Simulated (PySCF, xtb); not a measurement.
GeHO, SMILES [Ge]=[OH+] (connectivity only; charge and spin as stated), charge +1, multiplicity 1.

GFN2-xTB (xtb 6.7.1) at its own geometry gives an orbital gap of 6.27 eV.

The structure is a stationary point at ωB97X-D3(BJ)/def2-TZVP. The isomer is the one that the SMILES or the coordinates give; other isomers of the formula were not compared.

Problem. What does CAM-B3LYP/def2-TZVPD in PySCF give? (Estimate from the structure and the level; the computed values follow.)

Solution. gap 10.84 eV (levels -18.53 and -7.69 eV).
